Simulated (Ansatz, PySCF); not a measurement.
Spin states of H2O2Zr (SMILES [OH][Zr][OH]), each relaxed with B3LYP-D3(BJ)/def2-TZVP.
State 1 (charge 0, multiplicity 3):
```xyz
5

Zr     0.002    -0.524    -0.098
O      1.354     0.159    -1.330
H      1.944     0.718    -1.832
O     -1.371    -0.332     1.277
H     -1.983     0.009     1.926
```
State 2 (charge 0, multiplicity 1):
```xyz
5

Zr    -0.03681    -0.98617    -0.23855
O      1.29100     0.08199    -1.08191
H      1.74982     0.90284    -1.26002
O     -1.31931    -0.32629     1.00043
H     -1.73857     0.35728     1.52294
```

| level | energy of the multiplicity-1 state less that of the multiplicity-3 state (eV) | cost |
|---|---|---|
| SVWN5/def2-TZVPP | -0.161 | ×0.4 |
| PBE/def2-TZVPP | 0.122 | ×1 |
| PBE-D4/def2-TZVPP | 0.117 | ×1 |
| BLYP/def2-TZVPP | 0.039 | ×1 |
| r2SCAN-D3(BJ)/def2-TZVPP | 0.488 | ×4 |
| r2SCAN-D4/def2-TZVPP | 0.488 | ×4 |
| r2SCANh/def2-TZVPP | 0.517 | ×3 |
| B3LYP/def2-TZVPP | 0.164 | ×0.8 |
| B3LYP-D3(BJ)/def2-TZVPP | 0.159 | ×0.8 |
| B3LYP-D4/def2-TZVPP | 0.157 | ×0.8 |
| BHLYP/def2-TZVPP | 0.349 | ×0.8 |
| BHLYP-D4/def2-TZVPP | 0.344 | ×0.8 |
| CAM-B3LYP/def2-TZVPP | 0.196 | ×0.8 |
| CAM-B3LYP-D3(BJ)/def2-TZVPP | 0.194 | ×0.8 |
| wB97X-V/def2-TZVPP | 0.117 | ×3 |
| wB97M-V/def2-TZVPP | -0.002 | ×3 |
| B2PLYP/def2-TZVPP | 0.098 | ×2 |
| B2PLYP-D3(BJ)/def2-TZVPP | 0.095 | ×2 |
| B2PLYP-D4/def2-TZVPP | 0.095 | ×2 |
| CCSD(T)/def2-SVP | -0.145 | ×3 |

The rows run from -0.161 (SVWN5/def2-TZVPP) to 0.517 eV (r2SCANh/def2-TZVPP). The dispersion term adds -0.004 in PBE-D4, -0.004 in B3LYP-D3(BJ), -0.007 in B3LYP-D4. The 10 functionals in def2-TZVPP without D3 or D4 span 0.678, from SVWN5 to r2SCANh.

Singlets are restricted, other states unrestricted; no spin–orbit coupling, no relativity up to Kr; see below for the cores. The largest T1 diagnostic is 0.021.

Correlated levels freeze the inner cores; with def2 sets outer-core shells near the valence are correlated too.

Doubts at one or more of the structures used: a restricted determinant that unrestricted orbitals would lower (B2PLYP/def2-TZVPP, B2PLYP-D3(BJ)/def2-TZVPP, B2PLYP-D4/def2-TZVPP, CCSD(T)/def2-SVP).

Codes used: Ansatz (a first-principles code); PySCF for the dispersion terms. Values without a source in brackets are computed. In def2 rows elements past Kr take small-core potentials, without spin–orbit coupling.

Costs are rough ratios of core time to PBE/def2-TZVPP (about 23 s over the structures, on one shared machine); a dash marks a level with no comparable run of its own.
